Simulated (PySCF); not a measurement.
Point groups of optimised structures. Method: PBE0/pcSseg-1 in PySCF (dipole) on a GFN2-xTB geometry, gas phase. The symmetry is that of the one conformer found, every atom within 0.08 Å of its image; none is proved a minimum here.

(1) What symmetry has `[CH2:1]=[C:2]([CH3:3])/[CH:4]=[CH:5]/[C:6]1=[CH:7][C:8]1=[CH2:9]` with C1–C2–C4–C5 180°, C4–C5–C6–C7 180°, H–C3–C2–C1 -1° (nearest H)?

(2) What symmetry has `[CH3:1][NH:2][SiH2:3][S:4][SiH:5]([CH3:6])[CH3:7]` with C1–N2–Si3–S4 -61°, N2–Si3–S4–Si5 -165°, Si3–S4–Si5–C6 71°?

(3) Point group, rotor type and polarity of `C=C1C=CC=CC=C1C`?

(4) What symmetry has `[cH:1]1[cH:2][cH:3][c:4]([CH:5]2[CH2:6][CH2:7]2)[cH:8][cH:9]1` with C3–C4–C5–C6 -144°?

Results:

(1) Cs; near-prolate asymmetric top; symmetry number 1; 2 operations, which sort the 19 atoms into 18 sets; dipole 2.56 D, in the ab plane, which is the mirror; A, B, C = 4013, 751.1, 635.1 MHz.

(2) C1; near-prolate asymmetric top; symmetry number 1; this conformer is chiral (no improper operation); dipole 1.30 D; A, B, C = 2843, 663.0, 656.2 MHz.

(3) C1; asymmetric top; symmetry number 1; this conformer is chiral (no improper operation); dipole 0.48 D.

(4) Cs; near-prolate asymmetric top; symmetry number 1; 2 operations, which sort the 19 atoms into 16 sets; dipole 0.55 D, in the ab plane, which is the mirror; heavy atoms equivalent by symmetry: C6/C7.
